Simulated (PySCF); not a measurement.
H8OSi3, SMILES [SiH3][SiH2]O[SiH3].

The structure is a stationary point at TPSSh-D3(BJ)/def2-SVP. Other conformers were not sampled.

Method: TDDFT-B3LYP/def2-SVPD in PySCF 2.14.0.

Vertical excitations. Gas-phase values at a fixed geometry.

Computed UV-visible absorptions:
| state | energy (eV) | λ (nm) | f | main pairs |
|---|---|---|---|---|
| S1 | 6.03 | 206 | 0.009 | HOMO→LUMO 98 % |
| S2 | 6.60 | 188 | 0.000 | HOMO−1→LUMO 98 % |
| S3 | 7.02 | 177 | 0.002 | HOMO→LUMO+1 97 % |
| S4 | 7.10 | 175 | 0.023 | HOMO→LUMO+2 94 % |
| S5 | 7.36 | 168 | 0.261 | HOMO→LUMO+3 86 % |
| S6 | 7.41 | 167 | 0.020 | HOMO−2→LUMO 72 %, HOMO→LUMO+4 12 % |
| S7 | 7.54 | 165 | 0.009 | HOMO→LUMO+4 53 %, HOMO→LUMO+5 37 % |
| S8 | 7.63 | 162 | 0.000 | HOMO→LUMO+5 51 %, HOMO→LUMO+4 27 %, HOMO−2→LUMO 18 % |
| S9 | 7.69 | 161 | 0.003 | HOMO−3→LUMO 52 %, HOMO−1→LUMO+1 36 % |
| S10 | 7.77 | 159 | 0.011 | HOMO→LUMO+6 60 %, HOMO−1→LUMO+1 23 %, HOMO−3→LUMO 10 % |
| T1 | 5.50 | 226 | 0 | HOMO→LUMO 94 % |
| T2 | 6.26 | 198 | 0 | HOMO→LUMO+2 88 % |
| T3 | 6.34 | 196 | 0 | HOMO−1→LUMO 91 % |
| T4 | 6.67 | 186 | 0 | HOMO→LUMO+3 88 % |
Triplets are in the Tamm–Dancoff approximation, which puts them higher than full response would, so one can lie above its singlet here.
